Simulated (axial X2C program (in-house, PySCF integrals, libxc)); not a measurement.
Nuclear properties of OSeO⁺

Calculated with an in-house all-electron X2C program for linear molecules (integrals from PySCF): two-component X2C with atomic mean-field Coulomb and Gaunt terms, Gaussian nuclei, basis O dyall-av3z, Se dyall-v3z with contracted cores.

O–Se–O held linear, with bonds 1.610 and 1.610 Å (near the PBE0 minimum at charge 1 of the determinant lowest at the starting distance; the state shown can have its own minimum elsewhere, held linear; other orders of the atoms were not compared).

Determinant lowest in the PBE0 search, Ω = 1/2 (⟨Sz⟩ = 0.50, ⟨Lz⟩ = 0.00 at PBE0), spin on the atoms O 0.19, Se 0.12, O 0.19:

```tsv
level	A∥/gI O (MHz)	qzz O (a.u.)	A∥/gI Se (MHz)	qzz Se (a.u.)
PBE0	197	0.55	2390	-2.74
LDA	180	0.48	2590	-1.80
```

Determinant 1.99 eV from it at PBE0 and this distance, Ω = 3/2 (⟨Sz⟩ = 0.50, ⟨Lz⟩ = 1.00 at PBE0), spin on the atoms O 0.06, Se 0.39, O 0.06:

```csv
level,A∥/gI O (MHz),qzz O (a.u.),A∥/gI Se (MHz),qzz Se (a.u.)
PBE0,83.2,3.02,576,0.30
HF,115,3.46,1000,-3.36
LDA,71.5,2.85,456,1.82
```

A∥ (defined per Ω) follows by multiplying with gI = μI/(I μN); qzz is the electric field gradient, eQq0 = 234.96 MHz × Q/barn × qzz. The operators were transformed with the bare-nucleus X2C matrices; with these basis sets, hyperfine constants and field gradients can be off by tens of per cent, and where levels differ in sign neither size nor sign is settled.

Q: With gI(17O) = -0.7575, Q(17O) = -0.02558 barn, gI(77Se) = 1.0701 (g factors from the IAEA table of nuclear moments by Stone; Q from Pyykkö, Mol. Phys. 2018), turn the PBE0 values of the first state into constants in MHz.

A: A∥(17O) = 197 × -0.7575 = -149 MHz; eQq0(17O) = 234.96 × (-0.02558) × (0.55) = -3.31 MHz; A∥(77Se) = 2390 × 1.0701 = 2560 MHz.

The molecule was held linear; bending was not examined, so a bent shape may lie lower.

Each state is one determinant with collinear spin. Unrestricted Hartree–Fock can overshoot spin polarisation at the nuclei. Left out as unconverged or as another state under the same occupation: HF in at least one table. The search compared states at one distance, so a state with another bond length can lie lower. PBE0 term energies can be off by some tenths of an eV.
